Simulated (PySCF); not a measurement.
Level of theory: PySCF with B3LYP-D3(BJ)/def2-TZVP // PBE0-D3(BJ)/def2-TZVP. Gas-phase values, no solvent. One relaxed conformer stands for a flexible species; it need not be the lowest. B3LYP has the VWN-RPA correlation part, as in Gaussian. Delta-SCF ions had no search for a lower state. Excitations are Tamm–Dancoff values on a coarser integration grid. The basis has no diffuse functions, so Rydberg states are missing or too high.

Reference species (SMILES): `CC#CS` (neutral, multiplicity 1).

- vertical ionisation energy (Delta-SCF): 8.63 eV
- HOMO: -6.26 eV
- S1 oscillator strength: 0.000
- T1 excitation (TDA): 4.34 eV

Changed species: `SC=C=C`.

Question: What does the change do to the vertical ionisation energy (Delta-SCF), HOMO, S1 oscillator strength and T1 excitation (TDA)?

Answer: the vertical ionisation energy (Delta-SCF) decreases by 0.12 eV, to 8.51 eV; the HOMO goes up by 0.04 eV, to -6.22 eV; the S1 oscillator strength is nearly the same; the T1 excitation (TDA) drops by 0.30 eV, to 4.04 eV.
